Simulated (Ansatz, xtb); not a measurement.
## Relative energy of two isomers of C6H6N2Si

Structure I is `N#Cc1ccc([SiH3])nc1`, a singlet and structure II is `N#CC1=C[C@H](C#N)C[SiH2]1`, a singlet. Both are isolated molecules in the gas phase, relaxed with PBE-D3(BJ)/def2-SVP; the shapes shown needn't be the lowest conformers.

I (Å):

| atom | x (Å) | y (Å) | z (Å) |
| --- | --- | --- | --- |
| C | -1.7019 | -3.5778 | -2.1485 |
| C | -1.2855 | -2.4860 | -1.3211 |
| C | -1.4232 | -2.5324 | 0.0830 |
| C | -0.9961 | -1.4310 | 0.8317 |
| C | -0.4439 | -0.3136 | 0.1692 |
| C | -0.7189 | -1.3201 | -1.8995 |
| N | -2.0406 | -4.4684 | -2.8348 |
| N | -0.3134 | -0.2734 | -1.1801 |
| Si | 0.1770 | 1.2493 | 1.0615 |
| H | -1.8580 | -3.4198 | 0.5657 |
| H | -1.0898 | -1.4360 | 1.9281 |
| H | -0.5948 | 2.4417 | 0.5745 |
| H | 1.6365 | 1.4450 | 0.7676 |
| H | -0.0232 | 1.0877 | 2.5445 |
| H | -0.5997 | -1.2581 | -2.9952 |

II (Å):

```xyz
15

C    -1.7768    0.8653    1.4289
C    -1.3296   -0.1503    0.5391
C    -0.7530   -1.3130    0.9489
C    -0.2870   -2.3067   -0.1097
C     1.1840   -2.3617   -0.1036
C    -0.8561   -1.9167   -1.5110
N    -2.1677    1.7345    2.1176
N     2.3551   -2.3877   -0.1023
Si   -1.3920   -0.0924   -1.3609
H    -0.5720   -1.5518    2.0105
H    -0.6331   -3.3256    0.1786
H    -0.1290   -2.1177   -2.3196
H    -1.7559   -2.5295   -1.7195
H    -0.4230    0.9102   -1.9179
H    -2.7656    0.1801   -1.8997
```

Quicker runs give these differences E(II) − E(I): GFN2-xTB +122.4 kJ/mol; HF/STO-3G −20.0 kJ/mol (at GFN2-xTB geometries); r2SCAN-D4/def2-SVP +69.3 kJ/mol (at GFN2-xTB geometries).

**Question.** Estimate E(II) − E(I) at the level CCSD(T)/def2-SVP + ΔMP2/def2-TZVPP.

**Answer.** Calculated at CCSD(T)/def2-SVP + ΔMP2/def2-TZVPP: E(II) − E(I) = +21.3 kJ/mol, so structure I lies lower.

The same difference at several levels:

| level | geometry | E(II) − E(I) (kJ/mol) | departure from the last row (kJ/mol) | job, with rough time for the two |
| --- | --- | --- | --- | --- |
| GFN2-xTB | GFN2-xTB | +122.4 | +101.1 | optimisation, 0.12 s |
| HF/STO-3G | GFN2-xTB | −20.0 | −41.3 | single point, 0.28 s |
| r2SCAN-D4/def2-SVP | GFN2-xTB | +69.3 | +48.0 | single point, 1.6 s |
| PBE-D3(BJ)/def2-SVP | PBE-D3(BJ)/def2-SVP | +66.4 | +45.2 | optimisation, 9.6 s |
| HF/def2-SVP | PBE-D3(BJ)/def2-SVP | +40.7 | +19.5 | part of the CCSD(T) run |
| MP2/def2-SVP | PBE-D3(BJ)/def2-SVP | +28.7 | +7.5 | part of the CCSD(T) run |
| CCSD(T)/def2-SVP | PBE-D3(BJ)/def2-SVP | +26.7 | +5.4 | single point |
| CCSD(T)/def2-SVP + ΔMP2/def2-TZVPP | PBE-D3(BJ)/def2-SVP | +21.3 |  | single point, 41 s |

As drawn, II has 1 C≡N, 3 C–C, 1 C=C, 1 C–Si, 1 C–H in place of 4 C∷C, 2 C∷N, 1 Si–H (∷ is an aromatic bond). Structure I has a 6-membered ring (with an aromatic ring), II a 5-membered ring.

HF/STO-3G puts the two in the other order. The largest departure from CCSD(T)/def2-SVP + ΔMP2/def2-TZVPP is that of GFN2-xTB, 101.1 kJ/mol. A small imaginary or near-zero mode remains, so no thermal terms are given. The last row adds to CCSD(T) the change of the MP2 difference between the two basis sets, here −5.4 kJ/mol.

The correlated steps freeze 13 core orbitals. Run with Ansatz 0.2.0, xtb 6.7.1; the last row on 4 threads of AMD EPYC 9R45 96-Core Processor (Zen 5) on a shared host.
